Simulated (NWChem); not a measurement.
System: H2Se2S; SMILES S[Se][SeH]

```xyz
5

Se    -0.7314     0.5808    -0.0022
S      0.9509     2.0121     0.0414
H      1.1511     2.0899    -1.2953
Se     0.2391    -1.5399    -0.0216
H      0.3697    -1.6760     1.4423
```
Atoms are numbered in this order, from 1.

Computed with NWChem. Pople sets run with spherical d functions. All runs use the structure optimised with PBE0/def2-SVP. Level PBE/6-31G*: energy and gradient on several grids; changes count from the extra-fine grid, which is no exact limit either.

Problem. Which is the coarsest grid (fine; xcoarse; xfine; coarse; medium) from which on the energy stays within 50 μHa and each gradient component within 100 μHa/bohr of xfine?

Solution. fine.
```tsv
grid	size of the energy change (μHa)	largest change of a gradient component (μHa/bohr)
xcoarse	1000	2000
coarse	40	2000
medium	10	400
fine	< 10	40
xfine	< 10	< 30
```
